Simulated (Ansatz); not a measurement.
Consider the cleavage of the Si–As bond: `C[As](C)[SiH3]` + `[SH][GeH3]` → `[SiH3][S][GeH3]` + `C[AsH]C`.

Gas-phase electronic energies from Ansatz, PBE0-D4/def2-TZVP geometries. CCSD(T)/CBS is the MP2 limit (def2-TZVPP, def2-QZVPP) plus CCSD(T) − MP2 in def2-TZVPP, frozen cores. Functionals use def2-TZVPP. For As, Ge outer-core shells are correlated without core-valence functions, which leaves a few kJ/mol of doubt a bond. Scalar relativity is left out up to krypton.

Task: Is it downhill or uphill in electronic energy at CCSD(T)/CBS, and by how much? (An estimate is asked.)

Result: Computed: Downhill: ΔE = -0.37 eV.

Task: What do these levels give: BLYP-D4, B2PLYP, PBE0, RPA@PBE/def2-TZVPP, HF/def2-QZVPP, MP2/def2-QZVPP? (An estimate is asked.)

Result: Ansatz gave: BLYP-D4 -0.31, B2PLYP -0.37, PBE0 -0.34, RPA@PBE/def2-TZVPP -0.35, HF/def2-QZVPP -0.46, MP2/def2-QZVPP -0.40 eV.

Largest T1 diagnostic among the species: 0.011.

At CCSD(T), def2-SVP lies +0.03 eV from the extrapolated value and def2-TZVPP +0.02 eV. From BLYP to BHLYP (50 % exact exchange), in def2-TZVPP and without D4, ΔE moves by −0.06 eV. Leaving LDA and LC-ωPBE aside and taking each functional with its dispersion term where it has one, the values, not all of them listed here, spread over 0.10 eV, from B97M-V to revPBE-D4.
